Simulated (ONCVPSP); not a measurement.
# Before and after: ONCV potential for Cd

* Element: Cd (Z = 48)
* Generator: ONCVPSP 4.0.1
* Type: optimised norm-conserving Vanderbilt (ONCV)
* Functional: PBE
* Relativity: scalar-relativistic
* Frozen core: [Ar] 3d10
* Valence charge: 20
* Reference configuration: 4s2 4p6 4d10 5s1 (charge +1)
* Partial waves: 4s+5s: rc 1.45 bohr, ncon 5, nbas 9, qcut 7.1 1/bohr, 2 projectors; 4p: rc 1.50 bohr, ncon 4, nbas 7, qcut 9.3 1/bohr, 1 projector; 4d: rc 1.50 bohr, ncon 3, nbas 8, qcut 11.8 1/bohr, 2 projectors, debl 1.4 Ha
* Local potential: polynomial inside 1.40 bohr (lpopt 1, dvloc0 3 Ha)
* Core correction: Teter function, fcfact 4, rcfact 1.35

Change: p: rc 1.32; local potential polynomial inside 1.32 bohr (lpopt 1, dvloc0 3 Ha).

Cutoffs: the cutoffs (Ha) at which the residual kinetic energy of the hardest occupied pseudo-wave falls to 1 and 0.1 mHa per electron; they do not see the model core or the augmentation charge, which bear on the density cutoff. Errors are all-electron minus pseudo energies relative to the spin-unpolarised reference configuration.

Question: What does the change do?

Answer: The potential gets neither clearly harder nor softer (37 Ha and 98 Ha → 37 Ha and 98 Ha); the d channel sets the loose cutoff, while the largest relative change is in p, which becomes harder; of the 4 tests that both files solve, the error grows in 0 and shrinks in 1 by more than 15 % and 0.3 meV (median size 5.8 → 5.9 meV); neither file shows a bound ghost.

```csv
quantity,base,changed
"cutoff, loose",37 Ha,37 Ha
"cutoff, tight",98 Ha,98 Ha
loose cutoff by channel,"s 25 Ha, p 20 Ha, d 37 Ha","s 25 Ha, p 30 Ha, d 37 Ha"
bound ghosts,none,none
GHOST(+) flags under 300 eV,none,none
"error for 4s2 4p6 4d10 5s2, meV [ΔE -9.27 eV]",+1.1,+1.1
"error for 4s2 4p6 4d10 5s0, meV [ΔE 17.13 eV]",-4.0,-4.0
"error for 4s2 4p6 4d9 5s0, meV [ΔE 55.13 eV]",-7.7,-7.9
"error for 4s2 4p5 4d10 5s2, meV [ΔE 64.93 eV]",-83,-60
s: phases at 1.47 bohr within 0.05 rad from the reference energy up to (Ha; the scan ends near 5),to the end of the scan,to the end of the scan
d: phases at 1.52 bohr within 0.05 rad from the reference energy up to (Ha; the scan ends near 5),to the end of the scan,to the end of the scan
"rms error of d²Exc/dni dnj with the model core, mHa",1.26,1.27
```
